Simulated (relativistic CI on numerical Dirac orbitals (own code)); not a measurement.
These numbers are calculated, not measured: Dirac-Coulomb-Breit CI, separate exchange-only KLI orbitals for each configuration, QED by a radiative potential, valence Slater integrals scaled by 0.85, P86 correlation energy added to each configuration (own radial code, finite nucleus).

Configurations in the expansion (outside the closed core [Kr] 4d10 5s2): 4f²5p⁶, 4f5p⁶5d, 4f5p⁶6s, 4f²5p⁵5d, 4f5p⁶6p, 4f³5p⁵, 4f5p⁶6d, 4f5p⁶7s, 4f5p⁶5f, 4f²5p⁵5f, 4f5p⁶7p, 4f²5p⁵5g, 4f²5p⁵6s, 4f5p⁶6f, 4f5p⁶7d, 5p⁶5d5f, 4f5p⁶8s, 4f5p⁶5g, 4f5p⁶8p, 5p⁶5d6p, 5p⁶5g6p, 4f²5p⁵6p, 5p⁶6s6p, 5p⁶5f5g, 5p⁶5d², 5p⁵5d³, 5p⁶5d6s, 5p⁵5d²6s, 5p⁶5f², 5p⁵5d5f², 5p⁶6s², 5p⁵5d6s², 5p⁶5g², 5p⁵5d5g², 5p⁶5d5g, 5p⁵5d²5g. Double excitations out of closed p, d and f shells are left out; levels of such configurations are missing from the list, as are those of other unlisted configurations, and high levels can miss mixing partners.

Correlation outside the listed configurations is missing or only estimated: errors of thousands of cm⁻¹ between configurations and terms are usual at this charge. Rates and lifetimes follow the computed energies and can be off by large factors. The fine structure of a lone outer electron comes out too small, for d and f at times inverted, and misplaced configurations move strength between like terms. 41 of the 45 excited levels that our extract of the measured tables holds in this range could be paired (the sources list more); they are missed by 2867 cm⁻¹ on average and 5970 at most, and levels without a partner can miss by more. Some levels of the ground configuration have no partner and can miss by 10 % or more.

Outline of the computed level scheme of Pr IV. Lowest level of each configuration: 4f²5p⁶ ³H4 at 0.0000 eV; 4f5p⁶5d ¹G°4 at 6.9757 eV; 4f5p⁶6s ³F°2 at 12.3805 eV; 4f5p⁶6p ³G3 at 16.8857 eV; 4f³5p⁵ ⁵H3 at 16.9663 eV.

Some strong electric-dipole decays among the lowest 45 levels: 4f5p⁶6p ³G3 → 4f5p⁶5d ³H°4 (8.1e+08 s⁻¹); 4f5p⁶6p ³G3 → 4f5p⁶5d ¹G°4 (6.9e+08 s⁻¹); 4f5p⁶6p ³F2 → 4f5p⁶5d ³F°2 (6.6e+08 s⁻¹); 4f5p⁶6p ³F2 → 4f5p⁶5d ³G°3 (5.2e+08 s⁻¹); 4f5p⁶6p ³F4 → 4f5p⁶5d ³H°5 (4.5e+08 s⁻¹); 4f5p⁶6p ³F3 → 4f5p⁶5d ³G°4 (4.1e+08 s⁻¹); 4f5p⁶6p ³G3 → 4f5p⁶5d ³G°3 (4.1e+08 s⁻¹); 4f5p⁶6p ³F4 → 4f5p⁶5d ³G°4 (3.6e+08 s⁻¹).

Rates of lines that live on the mixing of spin multiplicities can be off by large factors.

LS names give the leading component of a level, which can be under half, so a name can repeat, a term be missing and a line seem to break the LS rules.
